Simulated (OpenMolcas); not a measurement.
Fe2+: moving the ligands

Fe2+ with 5 ligands (fluoride, oxide on the axis) in square pyramidal coordination (C4v) at 2.03 Å, the axial distance 2.095 Å. A charge of +0.8 e stands 2.4 Å behind each ligand. Ligand basis ANO-RCC-VDZP.

* Program: OpenMolcas
* Method: SS-CASPT2, IPEA 0.25 Eh, imaginary shift 0.1 Eh (closed shells correlated: 3s 3p and the ligand valence shells)
* Basis: ANO-RCC-VDZP [5s4p2d1f]
* Scalar Hamiltonian: DKH2, point nucleus
* Active space: 6 electrons in 5 orbitals (3d)
* State averaging: 2S+1 = 5 even, 5 roots; 2S+1 = 3 even, 45 roots; 2S+1 = 1 even, 50 roots
* Spin-orbit coupling: RASSI with atomic mean-field integrals over the reference wave functions

Runs around this geometry, states. Energies in cm-1 above the lowest state or level, χT in cm3 K/mol.

```
R (Å)  Axial / equatorial distance  Ground state  First state of that spin  First gap with spin-orbit (degeneracies)  χT at 300 K  First state of another spin
 2.03                         0.97      2S+1 = 5                        82                                  9 (1, 2)        4.149              2S+1 = 3: 14540
 1.99                        1.032      2S+1 = 5                       470                                 24 (2, 1)        4.142              2S+1 = 3: 13640
 2.03                        1.032      2S+1 = 5                       450                                 24 (2, 1)        4.146              2S+1 = 3: 14620
  2.1                        1.032      2S+1 = 5                       330                                 17 (2, 1)        4.197              2S+1 = 3: 15840
```

Roots that are degenerate in the reference are averaged as groups; the widest CASPT2 spread within a group is 13 cm-1 (the 2-fold group of multiplicity 5 near 82.1 cm-1 above the lowest state of its run, R = 2.03, ratio = 0.97). Shifts and gaps below about the spread of the groups concerned are not significant. Over all roots computed the reference weight is 0.69 to 0.72 in R = 2.03 in ratio = 0.97, 0.69 to 0.72 in R = 1.99 in ratio = 1.032, 0.69 to 0.72 in R = 2.03 in ratio = 1.032, 0.69 to 0.72 in R = 2.1 in ratio = 1.032; a low but even weight reflects the number of correlated electrons. A single d shell leaves out the double-shell effect, which counts most for late 3d ions, where the CASPT2 field can be off either way by tens of per cent. Ligand-to-metal charge-transfer states are missing. For late 3d ions with one d shell CASPT2 can put B and the spin-flip bands somewhat low as well as high. Free-ion shares, where given, are those of the reference states; single-state CASPT2 does not remix them. Spin-orbit coupling mixes the spin-free states strongly: the lowest level takes only 54 % from its leading state, an unlabelled state of the same spin as most of the rest, which lies 82 cm-1 above the lowest spin-free state (holds for R = 2.03, ratio = 0.97). An orbital doublet at a regular site is open to a Jahn-Teller distortion, which this geometry leaves out (holds for R = 1.99, ratio = 1.032; R = 2.03, ratio = 1.032; R = 2.1, ratio = 1.032). No measured value stands beside these numbers; the geometry was imposed, not optimised, and the real ion may take another.

A state without a sure symmetry label is named by its multiplicity alone.
